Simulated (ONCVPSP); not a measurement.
# Before and after: ONCV potential for iron (Fe)

* Element: iron
* Generator: ONCVPSP 4.0.1
* Type: optimised norm-conserving Vanderbilt (ONCV)
* Functional: BLYP
* Relativity: scalar-relativistic
* Frozen core: [Ne]
* Valence charge: 16
* Reference configuration: 3s2 3p6 3d6.5 4s1.5
* Partial waves: 3s+4s: rc 1.15 bohr, ncon 4, nbas 7, qcut 9.5 1/bohr, 2 projectors; 3p: rc 1.05 bohr, ncon 5, nbas 9, qcut 13 1/bohr, 2 projectors, debl 1.1 Ha; 3d: rc 1.20 bohr, ncon 5, nbas 10, qcut 10.2 1/bohr, 2 projectors, debl 1.5 Ha
* Local potential: polynomial inside 0.90 bohr (lpopt 5, dvloc0 1 Ha)
* Core correction: none

In the p channel the program set the typed energies aside and used -2.112, 0.250 Ha.

All-electron outer shells of the reference configuration (BLYP, scalar-relativistic, ld1.x):

```csv
shell,level (eV),outermost node (bohr),outermost maximum (bohr)
2p,-696.01,–,0.18
3s,-91.29,0.33,0.70
3p,-57.47,0.30,0.72
3d,-5.40,–,0.72
4s,-4.70,1.01,2.47
```

Change: s: qcut 10.8; p: qcut 14.8; d: qcut 11.6.

Cutoffs: the cutoffs (Ha) at which the residual kinetic energy of the hardest occupied pseudo-wave falls to 1 and 0.1 mHa per electron; they do not see the model core or the augmentation charge, which bear on the density cutoff. Errors are all-electron minus pseudo energies relative to the spin-unpolarised reference configuration.

Q: How do hardness, ghosts and transferability respond?

A: The potential gets softer (79 Ha and 248 Ha → 67 Ha and 91 Ha); of the 4 tests that both files solve, the error grows in 0 and shrinks in 2 by more than 15 % and 0.3 meV (median size 2.0 → 1.7 meV); neither file shows a bound ghost.

| quantity | base | changed |
| --- | --- | --- |
| cutoff, loose | 79 Ha | 67 Ha |
| cutoff, tight | 248 Ha | 91 Ha |
| loose cutoff by channel | s 37 Ha, p 54 Ha, d 79 Ha | s 42 Ha, p 67 Ha, d 61 Ha |
| bound ghosts | none | none |
| GHOST(+) flags under 300 eV | none | none |
| error for 3s2 3p6 3d6 4s2, meV [ΔE 0.71 eV] | +2.6 | +2.1 |
| error for 3s2 3p6 3d6 4s1, meV [ΔE 9.44 eV] | +0.2 | +0.1 |
| error for 3s2 3p6 3d6 4s0, meV [ΔE 25.82 eV] | -1.3 | -1.4 |
| error for 3s2 3p6 3d5 4s2 4p1, meV [ΔE 9.44 eV] | +33 | +25 |
| s: phases at 1.17 bohr within 0.05 rad from the reference energy up to (Ha; the scan ends near 5) | to the end of the scan | to the end of the scan |
| p: phases at 1.07 bohr within 0.05 rad from the reference energy up to (Ha; the scan ends near 5) | to the end of the scan | to the end of the scan |
| d: phases at 1.22 bohr within 0.05 rad from the reference energy up to (Ha; the scan ends near 5) | to the end of the scan | to the end of the scan |
